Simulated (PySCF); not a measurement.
GaBr: frontier orbitals

TPSSh at R = 2.380 Å; Ga def2-TZVPP, Br def2-TZVPP; no relativity (PySCF 2.14). State: ¹Σ⁺ (singlet), closed shell. Only the outer orbitals are listed, counted within each symmetry.

```tsv
orbital	occ.	ε (eV)	on Ga (%)	main shells (%)
13σ	2	-19.50	9	90 Br s
14σ	2	-10.52	57	55 Ga s, 40 Br p
7π	2	-7.58	6	94 Br p
7π	2	-7.58	6	94 Br p
15σ	2	-6.80	58	42 Br p, 40 Ga s, 18 Ga p
8π	0	-2.14	95	94 Ga p
8π	0	-2.14	95	94 Ga p
16σ	0	0.11	92	83 Ga p, 9 Br p
```

**Question.** Which are the highest filled and the lowest empty level, where do they sit, and how wide is the gap?

**Answer.** Highest filled 15σ at -6.80 eV (in %: 42 Br p, 40 Ga s, 18 Ga p); lowest empty 8π at -2.14 eV (in %: 94 Ga p); the gap at TPSSh is 4.66 eV.

The bond order (Mayer) is 1.04, the ⟨S²⟩ is 0.000 and the charge on Ga (Mulliken, basis-dependent) is 0.36. The charge on Ga (Löwdin, basis-dependent) is -0.01 and the dipole moment (positive dipole means Ga(−)Br(+)) is -2.46 D.
